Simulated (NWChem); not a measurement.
The numbers come from NWChem runs, not from measurements. System: CH4SSn, charge 0, spin multiplicity 1, at a geometry optimised with B3LYP/def2-SVP with def2 effective core potentials on Sn. The structure started from a generated list of species. Level: MP2/def2-TZVPD with def2 effective core potentials on Sn, 10 core orbitals frozen.

NWChem printed:

```
             Northwest Computational Chemistry Package (NWChem) 7.3.0
             --------------------------------------------------------

                                NWChem Input Module
                                -------------------

 Scaling coordinates for geometry "geometry" by  1.889725989
 (inverse scale =  0.529177249)

                             Geometry "geometry" -> ""
                             -------------------------

 Output coordinates in angstroms (scale by  1.889725989 to convert to a.u.)

  No.       Tag          Charge          X              Y              Z
 ---- ---------------- ---------- -------------- -------------- --------------
    1 Sn                  50.0000     0.18660800     0.10481000     0.56082400
    2 C                    6.0000     1.55796200     0.93733700    -0.98501400
    3 H                    1.0000     1.60277900     2.03385100    -0.86830700
    4 H                    1.0000     1.24495800     0.69758200    -2.01171900
    5 H                    1.0000     2.57522600     0.54587200    -0.81442300
    6 S                   16.0000    -1.36581700    -0.80079700    -1.13636200
    7 H                    1.0000    -2.24806900    -1.32904500    -0.25486200

 Effective nuclear repulsion energy (a.u.)     318.3056736158

            Nuclear Dipole moment (a.u.)
            ----------------------------
        X                 Y               Z
 ---------------- ---------------- ----------------
    -0.0000113384     0.0000566918     0.0000245664


 Summary of "ao basis" -> "" (spherical)
 ------------------------------------------------------------------------------
       Tag                 Description            Shells   Functions and Types
 ---------------- ------------------------------  ------  ---------------------
 *                         def2-tzvpd                 on all atoms

 Summary of "ao basis" -> "ao basis" (spherical)
 ------------------------------------------------------------------------------
       Tag                 Description            Shells   Functions and Types
 ---------------- ------------------------------  ------  ---------------------
 Sn                        def2-tzvpd               18       56   7s5p4d2f
 C                         def2-tzvpd               13       37   6s3p3d1f
 H                         def2-tzvpd                5        9   3s2p
 S                         def2-tzvpd               16       46   6s6p3d1f

                                 NWChem SCF Module
                                 -----------------

  ao basis        = "ao basis"
  functions       =   175
  atoms           =     7
  closed shells   =    24
  open shells     =     0
  charge          =   0.00
  wavefunction    = RHF
  use symmetry    = F
  symmetry adapt  = F

 Summary of "ao basis" -> "ao basis" (spherical)
 ------------------------------------------------------------------------------
       Tag                 Description            Shells   Functions and Types
 ---------------- ------------------------------  ------  ---------------------
 Sn                        def2-tzvpd               18       56   7s5p4d2f
 C                         def2-tzvpd               13       37   6s3p3d1f
 H                         def2-tzvpd                5        9   3s2p
 S                         def2-tzvpd               16       46   6s6p3d1f

 Forming initial guess at       0.2s

      Superposition of Atomic Density Guess
      -------------------------------------

 Sum of atomic energies:        -686.26333347

      Non-variational initial energy
      ------------------------------

 Total energy =    -651.223905
 1-e energy   =   -1299.695366
 2-e energy   =     486.846578
 HOMO         =      -0.233604
 LUMO         =      -0.055220

 Starting SCF solution at       7.7s

 ----------------------------------------------
         Quadratically convergent ROHF

 Convergence threshold     :          1.000E-07
 Maximum no. of iterations :          100
 Final Fock-matrix accuracy:          1.000E-09
 ----------------------------------------------

              iter       energy          gnorm     gmax       time
             ----- ------------------- --------- --------- --------
[...]
   136     -0.252899  6 S  px               134      0.186263  6 S  py
   139     -0.185349  6 S  px               128     -0.151273  6 S  py

 Vector   24  Occ=2.000000D+00  E=-3.173187D-01
              MO Center=  1.3D-01,  7.6D-02,  4.1D-01, r^2= 4.2D+00
   Bfn.  Coefficient  Atom+Function         Bfn.  Coefficient  Atom+Function
  ----- ------------  ---------------      ----- ------------  ---------------
     6      0.421020  1 Sn s                  5      0.334730  1 Sn s
    19      0.309882  1 Sn pz                 2      0.255222  1 Sn s
    13     -0.254284  1 Sn pz                16      0.217638  1 Sn pz
     3     -0.204447  1 Sn s                138     -0.195672  6 S  pz
     1     -0.160991  1 Sn s                  4     -0.160248  1 Sn s

 Vector   25  Occ=0.000000D+00  E= 7.186832D-03
              MO Center=  1.8D-01,  9.0D-02,  7.2D-01, r^2= 5.2D+00
   Bfn.  Coefficient  Atom+Function         Bfn.  Coefficient  Atom+Function
  ----- ------------  ---------------      ----- ------------  ---------------
    21      0.523796  1 Sn py                18      0.324376  1 Sn py
    20     -0.317575  1 Sn px                12     -0.236839  1 Sn py
    15      0.191468  1 Sn py                17     -0.189982  1 Sn px
   140     -0.163811  6 S  py

 Vector   26  Occ=0.000000D+00  E= 4.905491D-02
              MO Center= -1.6D+00, -9.4D-01,  2.4D-01, r^2= 1.9D+01
   Bfn.  Coefficient  Atom+Function         Bfn.  Coefficient  Atom+Function
  ----- ------------  ---------------      ----- ------------  ---------------
     7      4.971356  1 Sn s                126     -3.641323  6 S  s
    22     -2.147391  1 Sn pz                62     -1.694965  2 C  s
   105     -1.238905  4 H  s                142     -1.151774  6 S  px
     6     -0.840651  1 Sn s                169      0.799963  7 H  s
    61      0.736293  2 C  s                143     -0.678590  6 S  py

 Vector   27  Occ=0.000000D+00  E= 5.651342D-02
              MO Center=  7.6D-01,  4.5D-01,  7.9D-01, r^2= 1.3D+01
   Bfn.  Coefficient  Atom+Function         Bfn.  Coefficient  Atom+Function
  ----- ------------  ---------------      ----- ------------  ---------------
    61      2.690164  2 C  s                 96     -1.740812  3 H  s
   114     -1.702578  5 H  s                  6     -1.593621  1 Sn s
   126     -1.439227  6 S  s                  7      1.325505  1 Sn s
   169      0.953115  7 H  s                105      0.920712  4 H  s
    71      0.714419  2 C  pz                69      0.519309  2 C  px

 center of mass
 --------------
 x =   0.00260503 y =  -0.00039070 z =   0.15935089

 moments of inertia (a.u.)
 ------------------
         476.686916166226        -226.361651933329        -135.928692229311
        -226.361651933329         725.667725157017         -77.303849958463
        -135.928692229311         -77.303849958463         528.103202463298

  Mulliken analysis of the total density
  --------------------------------------

    Atom       Charge   Shell Charges
 -----------   ------   -------------------------------------------------------
    1 Sn  22    21.25   0.28 -0.77  1.53  0.95  1.03  0.69  0.02 -0.40  6.36  0.51  0.80  0.10  8.96  1.04  0.12 -0.01  0.03  0.00
    2 C    6     6.92   0.85  1.12  0.46  0.74 -0.03  0.01  1.21  1.50  0.98  0.01  0.03  0.02  0.00
    3 H    1     0.79   0.26  0.48 -0.01  0.02  0.03
    4 H    1     0.80   0.26  0.48  0.00  0.02  0.03
    5 H    1     0.79   0.26  0.49 -0.01  0.02  0.03
    6 S   16    16.68   2.01  0.49  1.48  1.03  0.90  0.07  4.18  1.69  0.87  2.41  1.43  0.04  0.02  0.06  0.01  0.01
    7 H    1     0.76   0.23  0.49  0.00  0.02  0.02

       Multipole analysis of the density wrt the origin
       ------------------------------------------------

     L   x y z        total         open         nuclear
     -   - - -        -----         ----         -------
     0   0 0 0     -0.000000      0.000000     48.000000

     1   1 0 0      0.435618      0.000000     -9.873875
     1   0 1 0      0.252804      0.000000     -5.545684
     1   0 0 1      0.670822      0.000000    -29.674479

     2   2 0 0    -34.288190      0.000000    217.768112
     2   1 1 0     -0.639155      0.000000    125.751366
     2   1 0 1     -1.452005      0.000000     44.663737
     2   0 2 0    -33.574820      0.000000     80.210381
     2   0 1 1     -0.813055      0.000000     25.133685
     2   0 0 2    -38.166077      0.000000    139.026323

                   NWChem MP2 Semi-direct Energy/Gradient Module
                   ---------------------------------------------

  Basis functions       =    175
  Molecular orbitals    =    175
  Frozen core           =     10
  Frozen virtuals       =      0
  Active alpha occupied =     14
  Active beta occupied  =     14
  Active alpha virtual  =    151
  Active beta virtual   =    151
  Use MO symmetry       = F
  Use skeleton AO sym   = F

  AO/Fock/Back tols     =   1.0D-09  1.0D-09  1.0D-09

 GA uses MA = F    GA memory limited = T

 Available:
  local mem=  1.26D+08
 global mem=  1.44D+08
 local disk=  0.00D+00
  mp2_memr nvloc                   151
  nvloc new                   151
   1 passes of  14:        5242880                     168132                 107643551.
   1 passes of  14: M    126131610           G      144117950           F     120888730.

 Semi-direct pass number   1 of   1  for RHF alpha+beta  at      124.9s
  vrange nnbf                 14969
  mp2_eaftype                   410  avail_ma_in_mb                  1099
 EAF : mp2_eaftype filesize         410   53821776.
  mp2_eaf for mointskh                    410
Node 0 wrote    253.2 Mb in      0.2 s     Agg I/O rate:  1047.5 Mb/s
 Done moints_semi at      154.2s
  mp2_eaftype                   410  avail_ma_in_mb                   689
 EAF : mp2_eaftype filesize         410   53821776.
  mp2_eaf for kh                   410
 Done maket at      155.7s
 Done multipass loop at      155.7s

          -------------------------------------------
          SCF energy                -651.135384401392
          Correlation energy          -0.659586284751
          Singlet pairs               -0.381633233204
          Triplet pairs               -0.277953051546
          Total MP2 energy          -651.794970686143
          -------------------------------------------

          ---------------------------------------------------
                    Spin Component Scaled (SCS) MP2
          Same spin pairs                     -0.185302034364
          Same spin scaling factor             0.333333333333
          Opposite spin pairs                 -0.474284250387
          Opposite spin scaling fact.          1.200000000000
          SCS-MP2 correlation energy          -0.630908445252
          Total SCS-MP2 energy              -651.766292846644
          ---------------------------------------------------

 -----------------------
 Performance information
 -----------------------

 Timer overhead =  1.36D-07 seconds/call

               Nr. of calls         CPU time (s)                 Wall time (s)                GFlops
             ---------------    -------------------     ------------------------------   -------------------
Name         Min   Avg   Max    Min     Avg     Max     Min     Avg     Max   Mx/calls   Min     Max     Sum
mp2: moin     1     1     1    29.     29.     29.      29.     29.     29.     29.      0.0     0.0     0.0
mp2: make     1     1     1    1.5     1.5     1.5      1.5     1.5     1.5     1.5      0.0     0.0     0.0
mp2: tota     1     1     1    31.     31.     31.      31.     31.     31.     31.      0.0     0.0     0.0

 The average no. of pstat calls per process was 3.00D+00
 with a timing overhead of 4.07D-07s

 Task  times  cpu:      155.6s     wall:      155.6s

 Total times  cpu:      155.7s     wall:      155.7s
```

Write an NWChem input that would produce this output.

Several could match; the one computed here: 
```
start mol
memory heap 200 mb stack 900 mb global 1100 mb
geometry units angstroms nocenter noautoz noautosym
  Sn     0.186608     0.104810     0.560824
  C      1.557962     0.937337    -0.985014
  H      1.602779     2.033851    -0.868307
  H      1.244958     0.697582    -2.011719
  H      2.575226     0.545872    -0.814423
  S     -1.365817    -0.800797    -1.136362
  H     -2.248069    -1.329045    -0.254862
end
basis spherical
  * library def2-tzvpd
end
ecp
  Sn library def2-ecp
end
scf
  rhf
  nopen 0
  maxiter 100
  thresh 1e-7
  semidirect memsize 60000000 filesize 0
end
mp2
  freeze core 10
end
task mp2 energy
```
